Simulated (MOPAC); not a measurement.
Input for MOPAC: PM6 on VF, 2S+1 = 5, a spin state set in the input, which need not be the lowest, a point of a bond scan (R = 1.696 Å).

```
PM6 1SCF PRECISE CHARGE=0 UHF MS=2 THREADS=1
FV

V      0.00000000 1     0.00000000 1     0.00000000 1
F      0.00000000 1     0.00000000 1     1.69582400 1
```

Output:

```
*******************************************************************************
 **                                                                           **
 **                              MOPAC v23.2.5                                **
 **                                                                           **
 *******************************************************************************
 ** MOPAC's Digital Object Identifier: https://doi.org/10.5281/zenodo.6511958 **
 **                                                                           **
 ** Please cite the open-source release paper for use of this MOPAC version:  **
 ** J. E. Moussa and J. J. P. Stewart (2026)                                  **
 ** MOPAC: An open-source semiempirical molecular orbital program             **
 ** J. Open Source Softw., 11(119), 8025, https://doi.org/10.21105/joss.08025 **
 *******************************************************************************

                              PM6 CALCULATION RESULTS

 *******************************************************************************
 *  PM6        - The PM6 Hamiltonian to be used
 *  UHF        - UNRESTRICTED HARTREE-FOCK CALCULATION
 *
 *
 *
 *                 CHARGE ON SYSTEM = 0
 *
 *
 *
 *  MS=        - IN MECI, MAGNETIC COMPONENT OF SPIN =  2.0
 *  PRECISE    - TIGHTER CRITERIA TO BE USED
 *  1SCF       - DO 1 SCF AND THEN STOP
 *  THREADS=1  - MULTI-THREADING NOT USED
 *  T=         - A TIME OF 172800.0 SECONDS REQUESTED
 *  DUMP=N     - RESTART FILE WRITTEN EVERY 7200.0 SECONDS REQUESTED
 *******************************************************************************
PM6 1SCF PRECISE CHARGE=0 UHF MS=2 THREADS=1
 FV

   ATOM   CHEMICAL          X               Y               Z
  NUMBER   SYMBOL      (ANGSTROMS)     (ANGSTROMS)     (ANGSTROMS)

     1       V          0.00000000  *   0.00000000  *   0.00000000  *
     2       F          0.00000000  *   0.00000000  *   1.69582400  *



          CARTESIAN COORDINATES

    NO.       ATOM           X           Y           Z

     1         V          0.0000      0.0000      0.0000
     2         F          0.0000      0.0000      1.6958

 General Reference for PM6:
 "Optimization of Parameters for Semiempirical Methods V: Modification of NDDO Approximations
 and Application to 70 Elements", J. J. P. Stewart, J. Mol. Mod., 13, 1173-1213 (2007)
 URL: https://link.springer.com/article/10.1007/s00894-007-0233-4

           Empirical Formula: V F  =     2 atoms



      MOLECULAR POINT GROUP   :   C*v


          UHF CALCULATION, NO. OF ALPHA ELECTRONS =    8
                           NO. OF BETA  ELECTRONS =    4

 -------------------------------------------------------------------------------
 PM6 1SCF PRECISE CHARGE=0 UHF MS=2 THREADS=1
 FV



     1SCF WAS SPECIFIED, SO BFGS WAS NOT USED
     SCF FIELD WAS ACHIEVED


                              PM6 CALCULATION
                                                       MOPAC v23.2.5 Linux




          FINAL HEAT OF FORMATION =         14.12921 KCAL/MOL =      59.11660 KJ/MOL


          COSMO AREA              =         85.30 SQUARE ANGSTROMS
          COSMO VOLUME            =         72.54 CUBIC ANGSTROMS

          IONIZATION POTENTIAL    =          6.317962 EV
          ALPHA SOMO LUMO (EV)    =         -6.318  0.066
          BETA  SOMO LUMO (EV)    =        -13.628  0.631
          NO. OF ALPHA ELECTRONS  =          8
          NO. OF BETA  ELECTRONS  =          4
          MOLECULAR WEIGHT        =         69.9399         POINT GROUP:  C*v

          MOLECULAR DIMENSIONS (Angstroms)

            Atom       Atom       Distance
            F     2    V     1     1.69582
            F     2    V     1     0.00000
            V     1    F     2     0.00000


          SCF CALCULATIONS        =          1





   ATOM   CHEMICAL          X               Y               Z
  NUMBER   SYMBOL      (ANGSTROMS)     (ANGSTROMS)     (ANGSTROMS)

     1       V          0.00000000  *   0.00000000  *   0.00000000  *
     2       F          0.00000000  *   0.00000000  *   1.69582400  *

                             CARTESIAN COORDINATES

   1    V        0.000000000     0.000000000     0.000000000
   2    F        0.000000000     0.000000000     1.695824000


           Empirical Formula: V F  =     2 atoms



      MOLECULAR POINT GROUP   :   C*v


          ALPHA EIGENVALUES
 -38.50328 -14.18234 -13.69805 -13.67008  -7.38771  -7.15273  -7.10012  -6.31796
   0.06614   0.51829   1.14503   1.70619   3.78053


           BETA EIGENVALUES
 -38.47273 -13.88701 -13.63343 -13.62753   0.63145   1.50806   1.59290   2.24878
   2.48683   2.54355   3.24414   3.51076   4.37140


              NET ATOMIC CHARGES AND DIPOLE CONTRIBUTIONS

  ATOM NO.   TYPE          CHARGE      No. of ELECS.   s-Pop       p-Pop       d-Pop
    1          V           0.345666        4.6543     0.87176     0.23110     3.55147
    2          F          -0.345666        7.3457     1.90946     5.43621
 DIPOLE           X         Y         Z       TOTAL
 POINT-CHG.     0.000     0.000    -2.816     2.816
 HYBRID        -0.000     0.000     0.316     0.316
 SUM           -0.000     0.000    -2.499     2.499


          ATOMIC ORBITAL ELECTRON POPULATIONS

     Atom    s        px        py        pz      x^2-y^2     xz        z^2       yz        xy
    1  V   0.87176   0.15184   0.03633   0.04294   0.98316   0.96556   0.44286   0.15989   1.00000
    2  F   1.90946   1.88260   1.80378   1.74983


                    (SZ)    =    2.000000
                    (S**2)  =    6.003000


          ATOMIC ORBITAL SPIN POPULATIONS

    Atom   Total    s     px     py     pz   x^2-y^2  xz     z^2    yz     xy
         Atomic
    1  V  3.9974  0.724  0.124  0.007  0.005  0.983  0.850  0.283  0.021  1.000
    2  F  0.0026 -0.001  0.026 -0.028  0.006

 **********************
 *                    *
 * JOB ENDED NORMALLY *
 *                    *
 **********************




 == MOPAC DONE ==
```

The run finished.

Cost: roughly 0.010 core-seconds.
